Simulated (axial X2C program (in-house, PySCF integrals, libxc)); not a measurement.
**Spin–orbit effects down a group: molecules with Cl, MP2**

Computed with an in-house all-electron X2C program for linear molecules (integrals from PySCF), spin-free (one-electron X2C) or two-component (2c: spin–orbit coupling with atomic mean-field Coulomb and Gaunt terms, which also bring small scalar terms), in Dyall basis sets with cores contracted in-house; open shells are unrestricted.

Basis sets: C dyall-v3z, Cl dyall-av3z, Ge dyall-cv3z, Pb dyall-cv3z, Si dyall-v3z, Sn dyall-cv3z. Frozen shells (counts by l): CCl Cl 2s1p, C 1s, 11 electrons correlated; SiCl Cl 2s1p, Si 2s1p, 11 electrons correlated; GeCl Ge 3s2p1d, Cl 2s1p, 11 electrons correlated; SnCl Sn 4s3p1d, Cl 2s1p, 21 electrons correlated; PbCl Pb 5s4p3d1f, Cl 2s1p, 11 electrons correlated. Where the outer core of a metal is frozen, bonds come out longer and ionisation energies lower. Frozen cores can differ along the series, which adds to the trend.

```json
{"molecule": "CCl", "spin-free state": "M_S = 1/2, Λ = 1", "Re (Å)": "1.645", "ωe (cm⁻¹)": "898.5", "De (eV)": "4.08", "2c state": "Ω = 1/2", "Re 2c (Å)": "1.645", "ωe 2c (cm⁻¹)": "899.0", "De 2c (eV)": "4.06"}
{"molecule": "SiCl", "spin-free state": "M_S = 1/2, Λ = 1", "Re (Å)": "2.081", "ωe (cm⁻¹)": "529.9", "De (eV)": "4.34", "2c state": "Ω = 1/2", "Re 2c (Å)": "2.082", "ωe 2c (cm⁻¹)": "530.0", "De 2c (eV)": "4.32"}
{"molecule": "GeCl", "spin-free state": "M_S = 1/2, Λ = 1", "Re (Å)": "2.186", "ωe (cm⁻¹)": "400.6", "De (eV)": "4.05", "2c state": "Ω = 1/2", "Re 2c (Å)": "2.187", "ωe 2c (cm⁻¹)": "399.9", "De 2c (eV)": "n/a"}
{"molecule": "SnCl", "spin-free state": "M_S = 1/2, Λ = 1", "Re (Å)": "2.368", "ωe (cm⁻¹)": "349.8", "De (eV)": "3.92", "2c state": "Ω = 1/2", "Re 2c (Å)": "2.371", "ωe 2c (cm⁻¹)": "347.3", "De 2c (eV)": "n/a"}
{"molecule": "PbCl", "spin-free state": "M_S = 1/2, Λ = 1", "Re (Å)": "2.485", "ωe (cm⁻¹)": "310.4", "De (eV)": "3.76", "2c state": "Ω = 1/2", "Re 2c (Å)": "2.504", "ωe 2c (cm⁻¹)": "296.8", "De 2c (eV)": "3.14"}
```

(1) Work out the shifts from the spin-free to the two-component result.

Each entry is the lowest single determinant of a limited PBE0 search at one distance. De goes to single-determinant-based atoms at the same level (for ions the charge split of lowest energy) and is withheld (n/a) where an atom does not fit its ground term or J level. Main or longest-lived isotopes. Some light 2c atoms are not at their ground J level, so De misses part of their lowering (0.04 eV or less).

Answers

(1) 

```tsv
molecule	2c state	ΔRe (Å)	Δωe (cm⁻¹)	ΔDe (eV)
CCl	Ω = 1/2	0.000	0.5	-0.02
SiCl	Ω = 1/2	0.001	0.1	-0.02
GeCl	Ω = 1/2	0.001	-0.7	n/a
SnCl	Ω = 1/2	0.003	-2.5	n/a
PbCl	Ω = 1/2	0.019	-13.6	-0.62
```

Shifts of one unit in the last digit are rounding.
